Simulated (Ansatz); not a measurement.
Mulliken charges of CH5AlGeO (`[CH2]1[O][AlH][GeH2]1`) from r2SCAN/def2-TZVPP in Ansatz (PBE0-D4/def2-TZVP geometry).

| atom | x (Å) | y (Å) | z (Å) | charge (e) |
| --- | --- | --- | --- | --- |
| C1 | -0.469 | 0.853 | -0.521 | 0.007 |
| O2 | 0.883 | 0.766 | -0.981 | -0.400 |
| Al3 | 1.609 | -0.566 | -0.168 | 0.477 |
| Ge4 | -0.628 | -0.671 | 0.798 | -0.048 |
| H5 | -1.161 | 0.742 | -1.361 | 0.064 |
| H6 | -0.645 | 1.824 | -0.050 | 0.064 |
| H7 | 3.107 | -1.031 | -0.374 | -0.122 |
| H8 | -1.665 | -1.740 | 0.401 | -0.021 |
| H9 | -0.942 | -0.224 | 2.239 | -0.021 |

Problem. By hand: the dipole of these point charges (1 e Å = 4.8032 D).

Solution. Σ q r = (0.001, -0.207, 0.170) e Å, of length 0.268 e Å = 1.29 D.

Problem. How does the dipole of the full density compare? (Estimate.)

Solution. Ansatz gave: (-0.009, -0.135, 0.114) e Å, 0.85 D; the point charges give 1.52 times that, at 3° from its direction.

Point charges leave out the atoms' own dipoles, such as those of lone pairs, and Mulliken's split depends on the basis, so the two needn't agree.
